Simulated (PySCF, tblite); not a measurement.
C₅H₉ClO₃Si.
Z-matrix (Å and degrees, GFN2-xTB geometry), rows numbered from 1:
```
O 
C   1  1.1934
O   2  1.3274  1  126.55
C   3  1.4060  2  116.10  1     1.77
C   4  1.4977  3  117.27  2   154.64
C   5  1.4994  4   60.27  3  -109.30
Cl  6  1.7543  4  117.44  5  -107.86
C   6  1.5150  4  119.66  5   111.07
O   8  1.3876  6  109.20  4   -39.02
Si  9  1.6274  8  128.63  6   178.58
H   2  1.1025  1  124.96  3  -178.88
H   4  1.0842  3  113.78  2   -58.23
H   5  1.0786  4  116.96  6   107.89
H   5  1.0785  4  117.71  6  -107.55
H   8  1.0978  6  109.08  4    81.97
H   8  1.0985  6  109.31  4  -159.97
H  10  1.4635  9  111.22  8   -60.48
H  10  1.4528  9   97.85  8   179.39
H  10  1.4656  9  110.65  8    60.16
```

Computed, not measured: PBE0/pcSseg-1 in PySCF (dipole) on a GFN2-xTB geometry, gas phase.

Take the most abundant isotopes and a rigid rotor. The values belong to one conformer with, in the numbering `[O:1]=[CH:2][O:3][C@@H:4]1[CH2:5][C@@:6]1([Cl:7])[CH2:8][O:9][SiH3:10]`, O1–C2–O3–C4 2°, C2–O3–C4–C5 155°, C5–C6–C8–O9 32°, C6–C8–O9–Si10 179°.

**Question.** Give the principal moments of inertia and the rotational constants in MHz.

**Answer.** Ia = 345.78, Ib = 889.41, Ic = 1011.33 u·Å²; 505379 MHz·u·Å²/I gives A = 1462, B = 568.2, C = 499.7 MHz.

**Question.** Classify the top.

**Answer.** An asymmetric top; Ray's κ = -0.858.

**Question.** Is it planar, by Δ = Ic − Ia − Ib?

**Answer.** Not planar: Δ = Ic − Ia − Ib = -223.86 u·Å². For a rigid frame Δ = −2 Σ m c², so Σ m c² = 111.93 u·Å² lies off the ab plane: 16.72 from hydrogen and 95.21 from heavier atoms. The atom farthest from that plane is 2.25 Å away.

**Question.** Give the other two planar moments, Paa and Pbb, and the rms extents of the mass along the axes.

**Answer.** Paa = Σ m a² = (Ib + Ic − Ia)/2 = 777.48 and Pbb = Σ m b² = (Ia + Ic − Ib)/2 = 233.85 u·Å². With the mass M = 180.00 u, the rms extents √(P/M) along a, b and c are 2.08, 1.14, 0.79 Å.

**Question.** Give the coordinates in the principal-axis frame, origin at the centre of mass.

**Answer.** The sense of each axis is arbitrary; atoms in the order of the calculation.
| atom | mass (u) | a (Å) | b (Å) | c (Å) |
| --- | --- | --- | --- | --- |
| O1 | 15.995 | 1.894 | 1.828 | -1.146 |
| C2 | 12.000 | 2.544 | 1.444 | -0.222 |
| O3 | 15.995 | 2.091 | 0.816 | 0.857 |
| C4 | 12.000 | 0.710 | 0.553 | 0.885 |
| C5 | 12.000 | 0.248 | -0.601 | 1.721 |
| C6 | 12.000 | 0.193 | -0.697 | 0.226 |
| Cl7 | 34.969 | 1.363 | -1.733 | -0.572 |
| C8 | 12.000 | -1.127 | -0.662 | -0.517 |
| O9 | 15.995 | -2.023 | 0.132 | 0.184 |
| Si10 | 27.977 | -3.557 | 0.516 | -0.202 |
| H11 | 1.008 | 3.634 | 1.572 | -0.119 |
| H12 | 1.008 | 0.094 | 1.441 | 0.803 |
| H13 | 1.008 | 1.009 | -1.171 | 2.230 |
| H14 | 1.008 | -0.687 | -0.495 | 2.248 |
| H15 | 1.008 | -0.961 | -0.261 | -1.525 |
| H16 | 1.008 | -1.515 | -1.685 | -0.615 |
| H17 | 1.008 | -3.619 | 1.232 | -1.477 |
| H18 | 1.008 | -3.855 | 1.334 | 0.961 |
| H19 | 1.008 | -4.382 | -0.691 | -0.306 |

**Question.** List the rotational levels J(Ka,Kc) to J = 4 (K).

**Answer.** Above 0(0,0), as E/k:
J = 1: 1(0,1) 0.051, 1(1,1) 0.094, 1(1,0) 0.097
J = 2: 2(0,2) 0.154, 2(1,2) 0.193, 2(1,1) 0.203, 2(2,1) 0.332, 2(2,0) 0.332
J = 3: 3(0,3) 0.307, 3(1,3) 0.342, 3(1,2) 0.362, 3(2,2) 0.486, 3(2,1) 0.486, 3(3,1) 0.708, 3(3,0) 0.708
J = 4: 4(0,4) 0.510, 4(1,4) 0.540, 4(1,3) 0.573, 4(2,3) 0.690, 4(2,2) 0.693, 4(3,2) 0.914, 4(3,1) 0.914, 4(4,1) 1.225, 4(4,0) 1.225
Those of J = 1 are B + C, A + C and A + B.

**Question.** Predict some low-J microwave lines.

**Answer.** The dipole components are |μa| = 1.55 D, |μb| = 0.45 D, |μc| = 1.40 D. The squared components, which scale the intensities, stand as 1.00 : 0.09 : 0.81 (a : b : c). Some lines, for components of 0.1 D or more:

| type | branch | J(Ka,Kc) | MHz | lower level (cm⁻¹) |
| --- | --- | --- | --- | --- |
| b | R | 3(1,2) ← 2(2,1) | 624 | 0.231 |
| c | Q | 2(1,2) ← 2(0,2) | 829 | 0.107 |
| c | Q | 1(1,1) ← 1(0,1) | 893 | 0.036 |
| a | R | 1(0,1) ← 0(0,0) | 1068 | 0.000 |
| b | Q | 3(2,1) ← 3(1,2) | 2599 | 0.251 |
| c | Q | 2(2,1) ← 2(1,1) | 2680 | 0.141 |
| c | R | 2(1,1) ← 1(0,1) | 3166 | 0.036 |
| b | R | 4(0,4) ← 3(1,3) | 3496 | 0.238 |
| a | R | 4(0,4) ← 3(0,3) | 4235 | 0.213 |
| a | R | 4(2,3) ← 3(2,2) | 4269 | 0.338 |
| a | R | 4(2,2) ← 3(2,1) | 4306 | 0.338 |
| b | Q | 4(3,2) ← 4(2,3) | 4650 | 0.480 |
| b | R | 2(2,1) ← 1(1,0) | 4884 | 0.068 |
| c | R | 4(1,3) ← 3(0,3) | 5550 | 0.213 |
| b | R | 3(2,2) ← 2(1,1) | 5884 | 0.141 |
| c | Q | 4(4,1) ← 4(3,1) | 6486 | 0.635 |
| b | Q | 4(4,0) ← 4(3,1) | 6486 | 0.635 |
| b | R | 3(3,0) ← 2(2,1) | 7844 | 0.231 |
| c | R | 4(3,1) ← 3(2,1) | 8901 | 0.338 |

**Question.** Estimate the classical rotational partition function at 50 K, 298.15 K and 500 K.

**Answer.** Point group C1, symmetry number σ = 1; q = (√π/σ)·√((kT/h)³/(ABC)), k/h = 20836.6 MHz/K: 92500 at 50 K, 1350000 at 298.15 K, 2930000 at 500 K.

Its GFN2-xTB frequencies are all real (lowest 22 cm⁻¹). No vibrational averaging or centrifugal distortion is included, and the geometry carries the error of its method. A rigid rotor knows nothing of internal rotation, which can split or shift real lines. Quadrupole hyperfine structure (35Cl) is left out.

The run took 2.0 min wall (with the writing of density and orbital grids) on one thread of an Arm Neoverse N1, shared host, and the process peaked at 1.1 GiB of memory. This is the PBE0/pcSseg-1 job that gave the dipole, with the shieldings it also computed.
